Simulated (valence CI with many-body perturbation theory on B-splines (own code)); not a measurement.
# Forbidden lines of Cu24+

Calculated by configuration interaction combined with many-body perturbation theory (CI+MBPT): three valence electrons over a frozen Dirac-Fock core [He], radial functions for each j: 11 s, 11 p, 9 d, 7 f, 5 g, 2 h, 1 i, with the one-electron correlation potential Σ1 (screened to all orders), the two-electron term Σ2, the three-electron term Σ3, Breit, model QED; selected single and double excitations, second order for the rest (own B-spline code, finite nucleus).

No measured spectrum was set against this ion. As an estimate, levels of excited configurations hold to 0.05 to 0.15 % of their energy, terms of the ground configuration to about 0.5 %.

Lines 1 to 10 of 10 in falling wavelength, among levels below 1493.5 eV, chosen from the decays that carry over 1 % of a level's rate. Wavelengths and rates use the calculated energies, so an error of 900 cm⁻¹ moves a line at 9.715 Å by 0.0087 % and its rate by three times that or more. Electric multipoles are in the length gauge, E1 and E2 with the static RPA response of the core. Weak lines are less certain than strong ones. Lines between different terms over intervals too small for the method are left out, as are lines whose strength nearly cancels.

| λ vac (Å) | Upper | Lower | Type | A (s⁻¹) | Branch % |
| --- | --- | --- | --- | --- | --- |
| 522.8 | 2s2 2p 2P°_3/2 | 2s2 2p 2P°_1/2 | M1 | 6.29e+04 | 100.0 |
| 9.715 | 2s 2p 3p 4D_7/2 | 2s 2p2 2D_5/2 | E2 | 5.09e+08 | 4.9 |
| 9.590 | 2s2 3p 2P°_1/2 | 2s2 2p 2P°_3/2 | E2 | 8.07e+09 | 2.5 |
| 9.563 | 2s 2p 3p 4D_5/2 | 2s 2p2 4P_5/2 | E2 | 2.98e+09 | 1.8 |
| 9.560 | 2s 2p 3d 4F°_9/2 | 2s 2p2 2D_5/2 | M2 | 3.42e+07 | 5.7 |
| 9.541 | 2s2 3p 2P°_3/2 | 2s2 2p 2P°_3/2 | E2 | 3.98e+09 | 1.1 |
| 9.446 | 2s 2p 3p 4D_7/2 | 2s 2p2 4P_5/2 | E2 | 4.40e+09 | 42.3 |
| 9.404 | 2s 2p 3p 4D_5/2 | 2s 2p2 4P_1/2 | E2 | 4.33e+09 | 2.6 |
| 9.377 | 2s 2p 3p 4D_7/2 | 2s 2p2 4P_3/2 | E2 | 3.34e+09 | 32.1 |
| 9.370 | 2s2 3p 2P°_3/2 | 2s2 2p 2P°_1/2 | E2 | 4.15e+09 | 1.2 |
